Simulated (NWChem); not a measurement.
Species: H₂TeS; SMILES [TeH]S

All runs: NWChem. Coordinates come from a PBE0/def2-SVP optimisation. def2 effective core potentials on Te; no spin-orbit coupling. B3LYP is NWChem's, with the RPA form of VWN correlation. Vertical excitations in the gas phase; the lowest state need not have the same character in each row.

```tsv
level	lowest excitation, singlet (eV)	oscillator strength of that lowest state	orbital gap (eV)
PBE/def2-SVPD, full TDDFT	3.04	0.002	2.75
B3LYP/def2-SVPD, full TDDFT	3.13	0.002	4.18
PBE0/def2-SVPD, full TDDFT	3.22	0.002	4.62
LRC-wPBEh/def2-SVPD, full TDDFT	3.26	0.002	8.01
```
